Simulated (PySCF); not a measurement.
PySCF input for CH8FNOSi2, SMILES [Si@H](N[SiH2]C)(F)O, HF/pcSseg-1. Geometry optimised at PBE-D3(BJ)/def2-SVP. The structure was generated by enumeration; whether it is a known compound was not checked. The values are those of a single conformer.

```python
import numpy as np
from pyscf import gto, scf, dft
from pyscf.prop.nmr import rhf as nmr

mol = gto.M(
    atom='''
    C     2.64109362    1.52985886   -0.29433252
    Si    1.66705591   -0.01313593    0.17710225
    N     0.05703970    0.42269090    0.76063090
    Si   -1.44897243   -0.22451816    0.24586987
    O    -1.24792858   -1.86770344    0.04331769
    F    -1.93840064    0.35610102   -1.21235832
    H     2.11993731    2.09584190   -1.09235783
    H     2.77183630    2.20294281    0.57808610
    H     3.65225500    1.25748953   -0.66085112
    H     1.45628010   -0.90500861   -1.01167472
    H     2.43723007   -0.77355286    1.22772645
    H     0.00286430    1.14899506    1.48133507
    H    -2.51454865    0.16173622    1.21933778
    H    -1.79582841   -2.26255774   -0.65694903
    ''',
    basis='pcSseg-1',
    charge=0,
    spin=0,
    max_memory=1600,
    verbose=3,
)
mf = scf.RHF(mol)
mf.conv_tol = 1e-10
mf.max_cycle = 100
mf.kernel()
n = nmr.NMR(mf)
n.verbose = 2
n.max_cycle_cphf = 60
sigma = n.kernel()
print('atom   isotropic/ppm   span/ppm')
for i, s in enumerate(sigma):
    w = np.linalg.eigvalsh((s + s.T) / 2)
    print(f'{mol.atom_symbol(i):2s}{i + 1:3d} {w.mean():14.3f} {w[2] - w[0]:11.3f}')
```

Output:

```
converged SCF energy = -849.257852396244
atom   isotropic/ppm   span/ppm
C   1        189.350      16.695
Si  2        424.479      75.749
N   3        236.747      57.665
Si  4        439.154      59.700
O   5        294.786      56.607
F   6        348.117     104.483
H   7         30.995      10.981
H   8         31.089      10.735
H   9         31.323      12.249
H  10         27.081       8.025
H  11         27.209       9.412
H  12         31.003      18.451
H  13         27.438      10.099
H  14         29.317      22.556
```

Self-consistency was reached.
